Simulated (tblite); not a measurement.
Isomers of C8H15P. Calculated harmonic vibrations of the isolated species, GFN2-xTB (tblite), most abundant isotopes, no scaling. Errors from tens to a few hundred cm⁻¹ against measured bands are possible. Modes of hydrogen on phosphorus can be 10 to 20 % off. One conformer each.

Electronic energies: GFN2-xTB at the same geometries; isomer energies are rough at this level and their order can be wrong.

```tsv
SMILES	electronic energy, lowest = 0 (kcal/mol)
C=CP1[C@H](C)CC[C@@H]1C	10.1
C#CCP(CC)C(C)C	40.0
C=C[C@@H]1CCCCP1C	7.4
C=CC1CCP(C)CC1	6.8
CC(C)(C)C1=CPCC1	0.0
C=C/C=P/CC(C)(C)C	26.3
```

Question: How do GFN2-xTB zero-point energies change the relative energies?

Answer: 
```json
{"SMILES": "CC(C)(C)C1=CPCC1", "ZPE (kcal/mol)": "130.2", "of it from modes above 1550 cm⁻¹": "65.9", "electronic (kcal/mol)": "0.0", "with ZPE, lowest = 0 (kcal/mol)": "0.0", "lowest mode (cm⁻¹)": "43", "rings": "1"}
{"SMILES": "C=CC1CCP(C)CC1", "ZPE (kcal/mol)": "130.6", "of it from modes above 1550 cm⁻¹": "66.5", "electronic (kcal/mol)": "6.8", "with ZPE, lowest = 0 (kcal/mol)": "7.3", "lowest mode (cm⁻¹)": "61", "rings": "1"}
{"SMILES": "C=C[C@@H]1CCCCP1C", "ZPE (kcal/mol)": "130.8", "of it from modes above 1550 cm⁻¹": "66.4", "electronic (kcal/mol)": "7.4", "with ZPE, lowest = 0 (kcal/mol)": "8.1", "lowest mode (cm⁻¹)": "72", "rings": "1"}
{"SMILES": "C=CP1[C@H](C)CC[C@@H]1C", "ZPE (kcal/mol)": "130.7", "of it from modes above 1550 cm⁻¹": "66.7", "electronic (kcal/mol)": "10.1", "with ZPE, lowest = 0 (kcal/mol)": "10.6", "lowest mode (cm⁻¹)": "29", "rings": "1"}
{"SMILES": "C=C/C=P/CC(C)(C)C", "ZPE (kcal/mol)": "129.3", "of it from modes above 1550 cm⁻¹": "67.2", "electronic (kcal/mol)": "26.3", "with ZPE, lowest = 0 (kcal/mol)": "25.5", "lowest mode (cm⁻¹)": "9", "rings": "0"}
{"SMILES": "C#CCP(CC)C(C)C", "ZPE (kcal/mol)": "128.1", "of it from modes above 1550 cm⁻¹": "67.9", "electronic (kcal/mol)": "40.0", "with ZPE, lowest = 0 (kcal/mol)": "37.9", "lowest mode (cm⁻¹)": "19i", "rings": "0"}
```

The zero-point energies span 2.7 kcal/mol, from `C#CCP(CC)C(C)C` to `C=C[C@@H]1CCCCP1C`. Slightly imaginary modes are left out of the zero-point energy: `C#CCP(CC)C(C)C` 18.5i cm⁻¹. The order is unchanged.

Question: What do entropy and thermal enthalpy add at 298.15 K and 1 bar (rigid rotor, harmonic oscillator, one conformer each)?

Answer: 
```tsv
SMILES	point group	symmetry number	S (cal/(mol K))	H − H(0) (kcal/mol)	ZPE + H − H(0) − TS (kcal/mol)
CC(C)(C)C1=CPCC1	C1	1	99.5	7.27	107.8
C=CC1CCP(C)CC1	Cs	1	99.5	7.21	108.2
C=C[C@@H]1CCCCP1C	C1	1	98.6	7.17	108.6
C=CP1[C@H](C)CC[C@@H]1C	C1	1	103.7	7.57	107.3
```

Not tabulated: `C=C/C=P/CC(C)(C)C` (lowest mode only 9 cm⁻¹); `C#CCP(CC)C(C)C` (lowest mode only 18i cm⁻¹).
